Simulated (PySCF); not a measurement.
# Reading the logs of faulty runs: C2H8OSi

These are calculations, not measurements. The program is PySCF 2.14.0, an open-source quantum chemistry code, run on an isolated molecule that a program drew, which may never have been made. The molecule is C2H8OSi (charge 0, singlet), drawn as the SMILES string `CC(O)[SiH3]`.

Each row is a Hartree-Fock (HF) and frozen-core CCSD(T) single point in the cc-pV(D+d)Z basis, meant for a local HF minimum. Run 1 is clean. Each other run has one planted mistake out of seven kinds, and not every kind appears here: one electron removed, one electron added, multiplicity raised by two, geometry at a saddle point, minimal basis STO-3G, one bond length entered in bohr, all coordinates scaled. The reference is restricted for singlets and unrestricted otherwise, and also for a bond in bohr. Adding or removing an electron swaps singlet and doublet. Electrons count all cores. HOMO and LUMO are orbital energies over both spins, the gradient is its largest component, and the lowest frequency (negative if imaginary) is given only where the gradient is small. Bond lengths are over the 11 bonds as drawn. T1 is the CCSD diagnostic: over 0.02 (restricted) or 0.045 (unrestricted) a single reference is doubtful.

Geometry of the clean run:
```xyz
12
C2H8OSi, angstrom
C    -0.6423   -0.5440   -0.9732
C    -0.2854    0.8752   -1.3926
O     1.1065    1.0392   -1.1505
Si   -1.2530    2.2207   -0.4506
H    -0.0383   -1.2609   -1.5328
H    -1.6973   -0.7557   -1.1635
H    -0.4445   -0.6962    0.0899
H    -0.4879    0.9745   -2.4674
H     1.4084    1.8387   -1.5548
H    -0.7064    3.5474   -0.8347
H    -1.0934    2.0407    1.0107
H    -2.6965    2.1817   -0.7942
```

```
run,electrons,basis functions,<S^2>,HOMO (eV),LUMO (eV),gradient (hartree/bohr),lowest frequency (cm^-1),mean bond (Å),longest bond (Å),T1,HF (hartree),CCSD(T) (hartree),mistake
1,42,105,0.000,-10.72,4.16,2.5e-05,163,1.3292,1.906,0.0101,-444.18337,-444.83784,no fault
2,41,105,0.767,-17.87,-6.75,4.9e-02,-,1.3292,1.906,0.0405,-443.85416,-444.49090,one electron removed
3,42,105,0.000,-10.72,3.87,5.1e-02,-,1.4223,2.040,0.0111,-444.13680,-444.80775,all coordinates scaled
4,42,105,2.012,-3.10,0.45,1.2e-01,-,1.3292,1.906,0.0476,-443.94166,-444.58827,multiplicity raised by two
5,42,32,0.000,-8.27,13.32,6.3e-02,-,1.3292,1.906,0.0053,-438.89951,-439.14175,minimal basis STO-3G
6,42,105,0.809,-9.07,1.75,1.2e-02,-,1.4490,2.799,0.0436,-444.06947,-444.71522,?
```

**Which mistake was planted in run 6, and what did it cost?**

The mean bond changes by a factor of 1.090 and the longest by 1.469, so the molecule wasn't scaled as a whole. A length L in bohr read as angstrom grows by (1/0.5292 - 1) L = 0.890 L. The 11 bonds together grew by 11 x 0.1198 = 1.318 Å, which gives L = 1.481 Å. That is the length of one of the H-Si bonds, 1.481 Å in the clean geometry. So the mistake is: one bond length entered in bohr. Subtracting run 1 and multiplying by 627.51 kcal/mol a hartree, the energy moved by 71.5 kcal/mol in HF and 76.9 kcal/mol in CCSD(T).

Cautions from the logs. Run 4: T1 is over the limit, so its CCSD(T) energy is less reliable.
